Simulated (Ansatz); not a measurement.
`[BH2][GaH][SiH3]` + `C[SiH](O)[GaH2]` → `O[SiH]([SiH3])[GaH2]` + `[BH2][GaH][CH3]`  (redistribution)

Isolated molecules relaxed with PBE0-D4/def2-TZVP in Ansatz; ΔE leaves out vibrations. CCSD(T)/CBS adds triple-zeta CCSD(T) − MP2 to the extrapolated MP2 energy (def2 sets, frozen cores). DFT in def2-TZVPP. HSE06 is defined as in plane-wave codes. For Ga outer-core shells are correlated without core-valence functions, which leaves a few kJ/mol of doubt a bond. Scalar relativity is left out up to krypton. Each species was taken in one conformer, which may not be the lowest.

`[BH2][GaH][SiH3]`:

Z-matrix (Å, degrees):
```
Si
Ga 1 2.424
H 1 1.491 2 110.1
H 1 1.489 2 113.8 3 -120.8
H 1 1.491 2 110.2 3 118.3
B 2 2.058 1 122.2 3 120.3
H 2 1.576 1 114.5 3 -59.6
H 6 1.199 2 122.0 1 88.6
H 6 1.199 2 122.0 1 -88.5
```

`C[SiH](O)[GaH2]`:

Cartesian coordinates in Å:
```
C 1.579 0.233 0.326
Si -0.118 0.342 -0.456
O -0.982 1.637 0.132
Ga -1.569 -1.530 0.062
H 2.126 -0.624 -0.078
H 2.171 1.129 0.119
H 1.509 0.109 1.409
H 0.093 0.511 -1.929
H -0.669 2.516 -0.088
H -1.444 -2.305 1.430
H -2.694 -2.017 -0.928
```

`O[SiH]([SiH3])[GaH2]`:

Cartesian coordinates in Å:
```
O -1.131 0.415 -1.723
Si -0.521 -0.369 -0.389
Si -0.695 1.121 1.408
Ga 1.753 -1.145 -0.649
H -0.928 0.041 -2.581
H -1.360 -1.564 -0.045
H -2.082 1.635 1.571
H 0.222 2.279 1.225
H -0.297 0.400 2.648
H 2.492 -1.075 -2.040
H 2.547 -1.736 0.574
```

`[BH2][GaH][CH3]`:

```xyz
9

B     1.074   -1.342    1.066
Ga   -0.019    0.349    0.590
C    -0.771    0.746   -1.194
H     2.269   -1.383    0.966
H     0.558   -2.348    1.468
H    -0.311    1.441    1.699
H    -0.512    0.007   -1.951
H    -1.861    0.801   -1.118
H    -0.427    1.729   -1.526
```

| level | ΔE (kJ/mol) |
| --- | --- |
| r2SCANh-D4 | 30.5 |
| HSE06-D4 | 29.7 |
| BLYP | 30.0 |
| CAM-B3LYP | 32.7 |
| RPA@PBE/def2-TZVPP | 29.7 |
| CCSD(T)/def2-TZVPP | 30.0 |
| MP2/def2-QZVPP | 29.1 |
| SCS-MP2/def2-QZVPP | 29.8 |

(1) What does CCSD(T)/CBS give? (An estimate is asked.)

Largest T1 diagnostic among the species: 0.014.

## Answers

(1) The calculation gave: +29.0 kJ/mol. The listed levels differ from it by 1.5, 0.7, 1.0, 3.7, 0.7, 1.0, 0.1, 0.8 kJ/mol.

Leaving LDA and LC-ωPBE aside and taking each functional with its dispersion term where it has one, the values, not all of them listed here, spread over 7.1 kJ/mol, from PBE-D4 to ωB97M-V. In def2-TZVPP, CCSD(T) changes the Hartree–Fock value by −6.6 kJ/mol (the triples alone add −1.4 kJ/mol) and MP2 by −6.9 kJ/mol.
